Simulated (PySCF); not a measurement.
Species: C2H8AlFO.
Geometry (GFN2-xTB, Å), atoms numbered from 1 in this order:
```
atom  x, y, z in Å
C1    -0.061    1.503   -0.252
O2    -0.025    0.111   -0.016
C3    -1.277   -0.454    0.297
Al4    1.416   -1.126   -0.049
F5     2.632   -0.067   -0.446
H6    -0.720    1.734   -1.094
H7     0.957    1.806   -0.487
H8    -0.407    2.038    0.638
H9    -1.983   -0.317   -0.526
H10   -1.685   -0.013    1.210
H11   -1.098   -1.517    0.453
H12    0.899   -2.073   -1.165
H13    1.349   -1.624    1.419
```

The closed-shell SCF was solved with PySCF and density fitting under several settings on one GFN2-xTB geometry (grid level 2 and gas phase unless stated).

```tsv
settings	basis functions	SCF cycles	E (Eh)	HOMO (eV)	LUMO (eV)	dipole (D)
PBE0/pcSseg-1	132	13	-498.1575	-7.38	0.66	5.79
PBE0/def2-SVPD	174	13	-497.9392	-7.39	0.16	5.68
```

Q: Estimate the row for these settings: LC-wPBE/cc-pVDZ, IEF-PCM acetonitrile.

A: 
```
                             settings  basis functions  SCF cycles     E (Eh)  HOMO (eV)  LUMO (eV)  dipole (D)
LC-wPBE/cc-pVDZ, IEF-PCM acetonitrile              114          12  -498.3712     -10.51       2.92        6.73
```

Q: Over all rows, what range does the HOMO–LUMO gap span?

A: From 7.55 eV (PBE0/def2-SVPD) to 13.43 eV (LC-wPBE/cc-pVDZ, IEF-PCM acetonitrile). The functional of the narrowest has 25 % exact exchange, that of the widest range-separated exact exchange.

Q: Compare two rows with the functional PBE0: PBE0/pcSseg-1 and PBE0/def2-SVPD. Which energy is lower, and by how much?

A: PBE0/pcSseg-1 (132 functions) lies 0.2183 Eh or 137 kcal/mol below PBE0/def2-SVPD (174 functions). The smaller set gives the lower energy; the two sets aren't nested, so the variational bound doesn't order them by size.

Cycle counts include a coarse-grid stage where the run had one. The structure is a single GFN2-xTB conformer; no vibrational corrections.
